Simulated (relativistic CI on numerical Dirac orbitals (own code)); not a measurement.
## Nb4+: L2,3 absorption edge

Computed with this model: Dirac-Coulomb-Breit CI, separate exchange-only KLI orbitals for each configuration, QED by a radiative potential, valence Slater integrals scaled by 0.8, multiplet model of core-to-valence dipole absorption; configurations [Kr] 4d → [He] 2s2 2p5 3s2 3p6 3d10 4s2 4p6 4d2; 300 K; Lorentzian 2.4 eV and Gaussian 0.5 eV FWHM. Energies are those of the free ion, without screening or charge transfer. The branching ratio is the share of the lower-energy edge in the whole absorption, uncertain by about 0.02 where the edges overlap. S is read from ⟨S²⟩ = S(S + 1).

Field parameters in Wybourne normalisation: D3d B²₀ = −7Dσ, B⁴₀ = −14Dq − 21Dτ, B⁴₃ = −14√(10/7) Dq. The field is a parameter set, without covalency.

Case free ion, the dichroism is that of the ground state at zero temperature, magnetised by exchange field 10 meV on Sz. The dichroism I(Δm = −1) − I(Δm = +1), over the sum of the three polarisations, integrates to 0.0070 on the lower edge and 0.0889 on the upper edge. The branching ratio is 0.733.

**Question.** Use the orbital sum rule with 9 holes to get ⟨Lz⟩.

**Answer.** For a p → d edge ⟨Lz⟩ = 2 × n_h × (sum of both integrals) in this sign convention = 1.73; the ground state itself has ⟨Lz⟩ = 1.81 and ⟨Sz⟩ = -0.31. The rule assumes one radial integral for both edges, which relativistic orbitals only approach.
